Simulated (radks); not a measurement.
Numerical settings for the beryllium ion Be+, [He] 2s1. All-electron calculation, scalar-relativistic Kohn-Sham, PBE, spin-polarised, spherical densities, point nucleus; open shells are filled with parallel spins first. Program: a radial shooting solver on a logarithmic mesh with Libxc functionals. The defaults (mesh step 0.008 in ln r, mesh end at 40 bohr or more with all orbitals vanishing there, Anderson mixing 0.5 over 9 steps, residual threshold near 1e-9 with the energy settled to 1e-9 hartree or 1e-11 of itself, here a cap of 51 iterations) give E = -14.3022 hartree and 2s at -14.474 eV in 15 iterations. Run on one thread of a shared host, so times are rough (Arm Neoverse V1): 0.06 s of CPU time, 0.06 s wall, 15 iterations on 2476 mesh points. Changes against that run (0 stands for a change within the tolerance of the run):

| setting | iterations | converged | E (mhartree) | e(2s) (meV) | CPU (s) |
|---|---|---|---|---|---|
| mesh step in ln r 0.005 | 20 | yes | 0 | 0 | 0.11 |
| mesh step in ln r 0.2 | 51 | no | -7.63e+04 | - | 0.06 |
| mesh step in ln r 0.02 | 14 | yes | 0 | 0 | 0.03 |
| mesh end (bohr) 8 | 15 | yes | +0.0881 | +6.76 | 0.06 |
| mesh end (bohr) 400 | 15 | yes | 0 | 0 | 0.06 |
| residual threshold 1e-05 | 9 | yes | 0 | +0.0157 | 0.04 |
| residual threshold 0.001 | 8 | yes | 0 | -0.159 | 0.04 |
| mixing 1.5 | 18 | yes | 0 | 0 | 0.07 |
| linear mixing, mixing 0.2 | 51 | no | 0 | +0.00904 | 0.17 |
| linear mixing, mixing 1 | 51 | no | 0 | 0 | 0.12 |
| mixing history 20 | 19 | yes | 0 | 0 | 0.07 |
| iteration cap 3 | 3 | no | +0.112 | -71.6 | 0.01 |

No run marked as converged misses the energy by more than 1 mhartree. A mesh that ends early acts as a hard wall.
